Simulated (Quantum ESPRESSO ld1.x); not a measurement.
Problem. Species: Tb V. Configuration: [Xe] 4f7. All-electron calculation, scalar-relativistic Kohn-Sham, LDA (Slater exchange, Perdew-Wang correlation), spin-polarised, spherical densities, point nucleus; open shells are filled with parallel spins first. Program: ld1.x of Quantum ESPRESSO 7.5. Some entries of the table are withheld. Estimate them.

orbital  occ.  eigenvalue (eV)  <r^2> (bohr^2)  <1/r> (bohr^-1)
1s down     1         -51866.0       0.0006323            73.05
1s up       1         -51866.0       0.0006323            73.05
2s up       1         -8643.56        0.009901            16.96
2s down     1         -8643.43        0.009900            16.96
2p up       3         -7689.46        0.007993            15.80
2p down     3         -7689.37        0.007993            15.80
3s up       1         -1961.01         0.06567            6.226
3s down     1         -1957.94         0.06556            6.233
3p up       3         -1666.80         0.06588            5.847
3p down     3         -1663.76         0.06574            5.853
3d up       5         -1282.31         0.05523            5.549
3d down     5         -1279.93         0.05506            5.555
4s up       1         -433.646          0.3296            2.637
4s down     1         -427.126          0.3298            2.636
4p up       3         -336.384          0.3716            2.424
4p down     3         -329.964          0.3723            2.421
4d up       5         -202.789          0.4428            2.144
4d down     5         -196.533          0.4455            2.138
5s up       1         -94.6473           1.782            1.057
5s down     1         -91.6647           1.833            1.039
5p up       3         -69.4369           2.324           0.9130
5p down     3         -67.1803           2.408           0.8932
4f up       7              (1)          0.7480            1.646
4f down     0              (2)          0.8085            1.614
5d up       0         -38.2776           4.111           0.6735
5d down     0         -37.1423           4.316           0.6538
6s up       0         -32.5614             (3)           0.4681
6s down     0         -32.0606             (4)           0.4629

Solution. 
(1) 4f up eigenvalue (eV): -56.8211
(2) 4f down eigenvalue (eV): -51.1629
(3) 6s up <r^2> (bohr^2): 8.528
(4) 6s down <r^2> (bohr^2): 8.740
